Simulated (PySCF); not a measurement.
PySCF job for BClH5NO2Si, SMILES B(O)(N[SiH2]Cl)O, HF/pcSseg-1. Geometry optimised at ωB97X-D3(BJ)/def2-SVP. The structure was generated by enumeration, and PubChem lists no compound with its InChIKey, so it may never have been made. The values are those of a single conformer.

```python
import numpy as np
from pyscf import gto, scf, dft
from pyscf.prop.nmr import rhf as nmr

mol = gto.M(
    atom='''
    Si   -0.65723990    0.83261583   -0.00000000
    Cl    0.41215288    2.61071817   -0.00000000
    N     0.52970406   -0.43144478    0.00000000
    B     0.17154752   -1.81268339   -0.00000001
    O     1.15360007   -2.77290430    0.00000000
    O    -1.18592082   -2.07053187    0.00000000
    H    -1.50839643    0.82704896    1.21578762
    H    -1.50839643    0.82704896   -1.21578761
    H     1.51373721   -0.18686484    0.00000000
    H     0.83903003   -3.68088966   -0.00000000
    H    -1.44831467   -2.99415409   -0.00000000
    ''',
    basis='pcSseg-1',
    charge=0,
    spin=0,
    max_memory=1600,
    verbose=3,
)
mf = scf.RHF(mol)
mf.conv_tol = 1e-10
mf.max_cycle = 100
mf.kernel()
n = nmr.NMR(mf)
n.verbose = 2
n.max_cycle_cphf = 60
sigma = n.kernel()
print('atom   isotropic/ppm   span/ppm')
for i, s in enumerate(sigma):
    w = np.linalg.eigvalsh((s + s.T) / 2)
    print(f'{mol.atom_symbol(i):2s}{i + 1:3d} {w.mean():14.3f} {w[2] - w[0]:11.3f}')
```

Log of the run:

```
converged SCF energy = -980.368274720235
atom   isotropic/ppm   span/ppm
Si  1        414.735      40.756
Cl  2       1008.438     156.887
N   3        222.813      99.456
B   4         91.296      21.137
O   5        263.788      98.009
O   6        266.737      86.116
H   7         26.861       9.385
H   8         26.861       9.385
H   9         29.885      17.301
H  10         29.111      20.129
H  11         29.158      20.537
```

Self-consistency was reached.

Cost: about 40 core-seconds (a rough figure).
